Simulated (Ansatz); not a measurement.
```xyz
14

Si   -1.665   -0.933    1.475
C    -0.213    0.251    1.498
Si    0.858    0.082   -0.038
Al    2.435    1.137   -1.511
Si    0.292    0.326   -2.281
H    -2.550   -0.627    0.320
H    -2.466   -0.826    2.726
H    -1.179   -2.333    1.344
H    -0.582    1.278    1.565
H     0.407    0.064    2.381
H     1.565   -1.246   -0.041
H     3.830    1.838   -1.803
H    -0.327   -0.659   -3.213
H    -0.405    1.647   -2.422
```

Charge 0, multiplicity 1.

(1) List the ωB97M-V/def2-TZVPP orbital energies in eV (Ansatz). (Estimate.)

Answers

(1) Computed: Occupied: -1806.79, -1806.59, -1806.42, -1532.66, -281.25, -147.88, -147.67, -147.53, -117.21, -101.99, -101.99, -101.98, -101.79, -101.78, -101.76, -101.64, -101.63, -101.62, -76.87, -76.71, -76.66, -22.55, -18.26, -17.28, -15.69, -14.50, -13.69, -12.62, -12.17, -11.77, -11.74, -11.32, -10.85, -8.50, -7.98. Lowest empty: -0.49, 0.98, 1.37, 1.72, 2.32, 2.56, 2.69, 2.84.
